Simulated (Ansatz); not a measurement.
Two members of one family ([Ln(NH3)6]3+), computed with Ansatz in the gas phase; def2 core potentials for Nd, Pr, no spin–orbit coupling. The two geometries come from different levels. HOMO and LUMO are taken over both spins. With an open 4f shell the SCF may have ended above the lowest state. The structures are stationary points that may keep the symmetry of their start.

First: [Pr(NH3)6]3+ (triplet, charge 3, PBE-D4/def2-SVP geometry).

Cartesian coordinates in Å:
```
Pr 0.0003 -0.0014 -0.0003
N 1.4630 -1.7867 1.2545
H 2.4802 -1.5823 1.2944
H 1.4375 -2.7417 0.8500
H 1.2237 -1.9521 2.2507
N -1.4783 1.7803 -1.2395
H -2.4846 1.5445 -1.3268
H -1.2051 1.9929 -2.2179
H -1.4986 2.7192 -0.7976
N 2.0907 0.7307 -1.4018
H 2.6449 1.5092 -0.9974
H 1.8939 1.0615 -2.3663
H 2.8024 -0.0101 -1.5513
N -2.1087 -0.7120 1.3866
H -2.7450 0.0620 1.6561
H -1.9094 -1.1761 2.2929
H -2.7444 -1.3841 0.9168
N 0.6215 1.7585 1.8400
H 1.4510 1.5240 2.4173
H -0.1140 1.9344 2.5516
H 0.8418 2.7113 1.4928
N -0.5906 -1.7709 -1.8415
H -1.3704 -1.5096 -2.4747
H -0.8797 -2.7029 -1.4888
H 0.1777 -1.9988 -2.4997
```

| level | HOMO (eV) | LUMO (eV) | gap (eV) |
| --- | --- | --- | --- |
| PBE-D4/def2-SVP | -17.27 | -16.69 | 0.58 |
| PBE-D4/def2-TZVP | -17.41 | -16.82 | 0.59 |
| r2SCAN-D4/def2-TZVP | -17.94 | -16.51 | 1.44 |
| PBE0-D4/def2-SVP | -20.72 | -14.40 | 6.32 |
| PBE0-D4/def2-TZVP | -20.80 | -14.50 | 6.30 |

Metal–donor distances: 6 × N 2.62 to 2.63 Å.

Second: [Nd(NH3)6]3+ (quartet, charge 3, r2SCAN-D4/def2-SVP geometry).

```tsv
atom	x (Å)	y (Å)	z (Å)
Nd1	0.0008	0.0008	-0.0014
N2	-0.8030	2.2754	-0.9603
H3	-1.2055	2.2382	-1.9082
H4	-0.0755	3.0000	-1.0493
H5	-1.5366	2.7534	-0.4175
N6	0.7972	-2.2678	0.9779
H7	1.2478	-2.2165	1.9034
H8	1.4916	-2.7788	0.4131
H9	0.0588	-2.9715	1.1222
N10	0.3426	-0.8895	-2.4159
H11	-0.4666	-1.3797	-2.8245
H12	1.1072	-1.5705	-2.5370
H13	0.5596	-0.1744	-3.1260
N14	-0.3353	0.8715	2.4213
H15	-0.6886	0.1776	3.0961
H16	-0.9990	1.6524	2.5263
H17	0.5134	1.2295	2.8837
N18	-2.4516	-0.8501	-0.0370
H19	-3.0960	-0.3092	-0.6319
H20	-2.9306	-0.8537	0.8753
H21	-2.5865	-1.8149	-0.3710
N22	2.4500	0.8614	0.0140
H23	3.1149	0.2870	0.5532
H24	2.5901	1.8040	0.4044
H25	2.9007	0.9253	-0.9108
```

Estimate how these quantities change from the first to the second (second minus first).


```json
{"level": "PBE-D4/def2-SVP", "Δ HOMO (eV)": "-0.95", "Δ LUMO (eV)": "-0.12", "Δ gap (eV)": "0.83"}
{"level": "PBE-D4/def2-TZVP", "Δ HOMO (eV)": "-0.87", "Δ LUMO (eV)": "-0.03", "Δ gap (eV)": "0.84"}
{"level": "r2SCAN-D4/def2-TZVP", "Δ HOMO (eV)": "-1.20", "Δ LUMO (eV)": "0.28", "Δ gap (eV)": "1.48"}
{"level": "PBE0-D4/def2-SVP", "Δ HOMO (eV)": "-0.29", "Δ LUMO (eV)": "-0.21", "Δ gap (eV)": "0.08"}
{"level": "PBE0-D4/def2-TZVP", "Δ HOMO (eV)": "-0.24", "Δ LUMO (eV)": "-0.06", "Δ gap (eV)": "0.18"}
```

Metal–donor distances: 6 × N 2.60 Å.
